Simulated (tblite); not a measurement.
Compound: C₅H₁₀OSeSi₂.
SMILES with atom numbers: `[CH2:1]=[CH:2][C@@H:3]1[Se:4][SiH2:5][CH2:6][Si@H:7]1[CH:8]=[O:9]` (hydrogens: H10, H11 on C1; H12 on C2; H13 on C3; H14, H15 on Si5; H16, H17 on C6; H18 on Si7; H19 on C8)

Computed with GFN2-xTB (tblite), gas phase: L-BFGS steps from a force-field or distance-geometry start until the largest atomic force falls under 0.01 eV/Å.

Step 74: E = -719.4037 eV
```
atom  x, y, z in Å  |  force x, y, z in eV/Å
C1      3.1020   -0.7512    0.1536   -0.011   0.002  -0.015
C2      1.9610   -0.0852    0.2175    0.012   0.015   0.031
C3      0.8258   -0.2712   -0.7115    0.036  -0.021   0.012
Se4     0.3117    1.4700   -1.5796    0.021  -0.028   0.005
Si5    -1.0793    2.1674    0.0865    0.006   0.007  -0.013
C6     -1.4049    0.5926    1.1232    0.003   0.010   0.014
Si7    -0.7090   -0.9398    0.2321   -0.032   0.008   0.010
C8     -1.9660   -1.4963   -1.1055    0.019  -0.004  -0.022
O9     -2.5039   -2.5722   -1.1140   -0.033  -0.011   0.006
H10     3.2959   -1.4608   -0.6332   -0.007  -0.027  -0.011
H11     3.8848   -0.6213    0.8820   -0.024   0.039  -0.025
H12     1.7918    0.6306    1.0114    0.003   0.031   0.029
H13     1.1149   -0.9168   -1.5424    0.015  -0.008  -0.030
H14    -2.3017    2.6673   -0.5361   -0.018   0.014  -0.007
H15    -0.4314    3.2084    0.8859    0.004   0.008   0.021
H16    -2.4681    0.4968    1.3301   -0.001  -0.009  -0.020
H17    -0.9180    0.6962    2.0906    0.012  -0.005   0.016
H18    -0.3278   -2.0356    1.1214   -0.002  -0.023  -0.005
H19    -2.1875   -0.7696   -1.9195   -0.003   0.002   0.006
```

Step 75: E = -719.4046 eV
```
atom  x, y, z in Å  |  force x, y, z in eV/Å
C1      3.1062   -0.7492    0.1511   -0.020   0.035  -0.005
C2      1.9629   -0.0865    0.2187    0.018  -0.008   0.017
C3      0.8270   -0.2753   -0.7094    0.026  -0.028   0.016
Se4     0.3161    1.4661   -1.5767   -0.006   0.000   0.016
Si5    -1.0794    2.1683    0.0887    0.038  -0.028  -0.038
C6     -1.4065    0.5935    1.1247    0.000  -0.007   0.012
Si7    -0.7121   -0.9392    0.2317   -0.004   0.011   0.002
C8     -1.9670   -1.4969   -1.1072   -0.010   0.022  -0.019
O9     -2.5147   -2.5676   -1.1094   -0.025  -0.031   0.010
H10     3.3036   -1.4577   -0.6358   -0.021  -0.022  -0.006
H11     3.8904   -0.6116    0.8764   -0.017   0.028  -0.018
H12     1.7923    0.6300    1.0122    0.013   0.014   0.019
H13     1.1156   -0.9216   -1.5405    0.012   0.001  -0.015
H14    -2.2979    2.6689   -0.5384   -0.035   0.019  -0.014
H15    -0.4322    3.2079    0.8887    0.014   0.023   0.030
H16    -2.4702    0.4945    1.3278    0.000   0.003  -0.015
H17    -0.9220    0.6949    2.0941    0.005  -0.006  -0.003
H18    -0.3367   -2.0364    1.1204    0.004  -0.034   0.008
H19    -2.1853   -0.7729   -1.9243    0.010   0.008   0.000
```

Step 76: E = -719.4051 eV
```
atom  x, y, z in Å  |  force x, y, z in eV/Å
C1      3.1124   -0.7444    0.1469   -0.008   0.032  -0.017
C2      1.9652   -0.0893    0.2200    0.002  -0.013   0.010
C3      0.8284   -0.2803   -0.7063    0.009  -0.029   0.016
Se4     0.3195    1.4619   -1.5736   -0.014   0.010   0.017
Si5    -1.0781    2.1679    0.0900    0.040  -0.030  -0.040
C6     -1.4097    0.5936    1.1258    0.002  -0.013   0.005
Si7    -0.7153   -0.9391    0.2325    0.013  -0.002  -0.003
C8     -1.9688   -1.4963   -1.1085   -0.046  -0.019  -0.005
O9     -2.5317   -2.5601   -1.1011    0.010   0.022   0.009
H10     3.3151   -1.4492   -0.6429   -0.035  -0.008   0.010
H11     3.8970   -0.6013    0.8702   -0.006   0.023  -0.010
H12     1.7920    0.6242    1.0161    0.017   0.005   0.014
H13     1.1154   -0.9267   -1.5384    0.012   0.006  -0.001
H14    -2.2940    2.6701   -0.5415   -0.032   0.018  -0.010
H15    -0.4316    3.2068    0.8916    0.014   0.019   0.027
H16    -2.4742    0.4934    1.3245    0.002   0.011  -0.012
H17    -0.9284    0.6933    2.0973    0.001  -0.005  -0.011
H18    -0.3467   -2.0376    1.1227    0.006  -0.033   0.008
H19    -2.1763   -0.7777   -1.9327    0.014   0.006  -0.006
```

Question: Estimate the geometry and energy of step 77. (The exact step hangs on the optimiser's Hessian estimate; all steps are aligned on step 76, rigid shifts and turns removed.)

Answer: E = -719.4055 eV, largest force 0.058 eV/Å
```
atom  x, y, z in Å  |  force x, y, z in eV/Å
C1      3.1199   -0.7380    0.1412   -0.026   0.038  -0.008
C2      1.9673   -0.0925    0.2216    0.011  -0.027   0.005
C3      0.8297   -0.2863   -0.7029   -0.011  -0.020   0.015
Se4     0.3226    1.4580   -1.5703   -0.013   0.006   0.013
Si5    -1.0763    2.1669    0.0908    0.026  -0.016  -0.029
C6     -1.4135    0.5932    1.1269    0.006  -0.013  -0.008
Si7    -0.7187   -0.9397    0.2336    0.024  -0.016  -0.002
C8     -1.9721   -1.4957   -1.1091   -0.050  -0.023  -0.004
O9     -2.5509   -2.5512   -1.0914    0.026   0.052   0.002
H10     3.3278   -1.4386   -0.6513   -0.045   0.001   0.012
H11     3.9041   -0.5907    0.8636    0.006   0.021  -0.005
H12     1.7918    0.6166    1.0220    0.019  -0.008   0.000
H13     1.1152   -0.9325   -1.5364    0.013   0.014   0.015
H14    -2.2900    2.6716   -0.5451   -0.015   0.011   0.000
H15    -0.4303    3.2058    0.8948    0.006   0.005   0.015
H16    -2.4789    0.4927    1.3207    0.005   0.017  -0.011
H17    -0.9359    0.6917    2.1004    0.000  -0.004  -0.017
H18    -0.3571   -2.0394    1.1263    0.007  -0.025   0.001
H19    -2.1644   -0.7828   -1.9428    0.012  -0.013   0.006
```

The energy changes by -0.0004 eV. The first-order estimate −F·Δx gives -0.0007 eV and the mean of the old and new forces, exact on a quadratic surface, -0.0004 eV. The step makes an angle of 84° with the force vector and moves no atom by more than 0.023 Å.

The cost below is that of the whole relaxation. Time: 4.3 s. Hardware: an Intel Xeon at 2.50 GHz with one thread, no GPU, shared host.
